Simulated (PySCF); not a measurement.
CH8FNSi2, SMILES [Si@](C)(F)(N)[SiH3].

The structure is a stationary point at B3LYP-D3(BJ)/def2-SVP. The structure was generated by enumeration; whether it is a known compound was not checked. The values are those of a single conformer.

Method: PySCF 2.14.0 with TDDFT-PBE/def2-SVPD.

Vertical excitations. The molecule is in vacuum.

```csv
state,energy (eV),λ (nm),f,main pairs
S1,6.02,206,0.012,HOMO→LUMO 94 %
S2,6.18,201,0.023,"HOMO→LUMO+1 69 %, HOMO→LUMO+2 27 %"
S3,6.41,193,0.004,"HOMO→LUMO+2 33 %, HOMO−1→LUMO 31 %, HOMO→LUMO+1 19 %, HOMO−1→LUMO+1 14 %"
S4,6.48,191,0.048,"HOMO→LUMO+2 34 %, HOMO−1→LUMO 32 %, HOMO−1→LUMO+1 13 %, HOMO→LUMO+1 9 %"
S5,6.72,185,0.094,"HOMO−1→LUMO+1 47 %, HOMO−1→LUMO 29 %, HOMO−1→LUMO+2 15 %"
S6,6.81,182,0.007,"HOMO−1→LUMO+2 50 %, HOMO→LUMO+3 35 %, HOMO−1→LUMO+1 10 %"
S7,6.88,180,0.015,"HOMO→LUMO+3 58 %, HOMO−1→LUMO+2 23 %, HOMO−1→LUMO+1 11 %"
S8,7.07,175,0.004,HOMO→LUMO+4 97 %
S9,7.46,166,0.013,HOMO−1→LUMO+4 93 %
S10,7.50,165,0.018,HOMO→LUMO+5 87 %
T1,5.68,218,0,"HOMO→LUMO 84 %, HOMO−1→LUMO 13 %"
T2,5.88,211,0,"HOMO→LUMO+1 58 %, HOMO−1→LUMO 25 %"
T3,5.98,207,0,"HOMO−1→LUMO 46 %, HOMO→LUMO+2 27 %, HOMO→LUMO+1 13 %, HOMO→LUMO 7 %"
T4,6.12,203,0,"HOMO→LUMO+2 28 %, HOMO→LUMO+1 28 %, HOMO−1→LUMO+1 21 %, HOMO−1→LUMO+2 16 %"
```
Triplets are in the Tamm–Dancoff approximation, which puts them higher than full response would, so one can lie above its singlet here.
